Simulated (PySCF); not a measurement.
**Correlation energy of S²⁺ (sulfur, charge +2)**

[Ne] 3s2 3p2, high-spin 3P determinant. Calculation: PySCF 2.14, in jorge-DZP-DKH (7s4p1d, 24 functions); scalar relativity by spin-free X2C-1e. Frozen: [Ne]; 4 electrons correlated.

MP2 pair energies summed by pair of shells (mhartree):

```csv
pair,energy,share (%)
3s-3p,-32.58,60.7
3s-3s,-15.27,28.4
3p-3p,-5.82,10.8
```

Total MP2 correlation energy: -53.66 mhartree.

Same-spin part -8.80 and opposite-spin part -44.86 mhartree; SCS-MP2 scales them by 1/3 and 6/5 to -56.77 mhartree.

```
  level  correlation energy (mhartree)
   CCSD                         -74.89
    (T)                          -0.88
CCSD(T)                         -75.77
```

Diagnostics: T1 = 0.0068, D1 = 0.0187, largest double amplitude 0.106.

Task: Is a single reference adequate?

Result: Mostly. T1 lies below 0.03, but a double amplitude of this size points to a near-degeneracy that CCSD handles and MP2 describes poorly.
